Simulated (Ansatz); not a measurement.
A structure relaxed at PBE-D4/def2-SVP in Ansatz, charge 0, singlet:

Cartesian coordinates in Å:
```
Hg 1.273 1.458 1.123
Hg 0.864 -0.039 -1.822
Hg -1.375 -0.544 1.371
Se 2.850 1.132 -0.809
Se -1.406 -1.035 -2.291
Se -1.580 -2.385 -0.341
Se -0.627 1.412 2.770
```

Question: Give its formula and point group.

Answer: Hg₃Se₄ (the lowest singlet isomer of a short search). Point group C2 (tolerance 0.1 Å).

Question: Summarise the bond lengths by kind (pairs closer than 1.2 times the sum of covalent radii, bridged metal pairs left out).

Answer: 6 × Hg–Se 2.51 to 2.52 Å; 1 × Se–Se 2.38 Å.

In the def2 sets Hg takes a core potential; there is no spin–orbit coupling. The structure comes from a short search, and lower isomers may exist.
